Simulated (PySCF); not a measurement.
Ti(Cl)3(OMe) (CH3Cl3OTi), SMILES C[O][Ti]([Cl])([Cl])[Cl], multiplicity 1.

Geometry optimised at PBE0-D3(BJ)/def2-SVP. The multiplicity is an assumed one; other spin states were not compared. The values are those of a single conformer.

Computed with B3LYP/def2-TZVP run with PySCF.

The molecule is in vacuum.

```json
{
  "total_energy": "-2345.61871 hartree",
  "point_group": "C3v",
  "highest_occupied_level": "-8.78 eV",
  "lowest_empty_level": "-3.10 eV",
  "orbital_gap": "5.68 eV",
  "dipole_moment": "3.70 D",
  "quadrupole, principal values (traceless, Buckingham form, about the centre of nuclear charge)": "-6.11, -6.11, 12.23 D·Å",
  "mean_static_polarisability": "92.4 bohr³ (13.70 Å³)",
  "polarisability_principal_values": "90.8, 90.8, 95.7 bohr³"
}
```
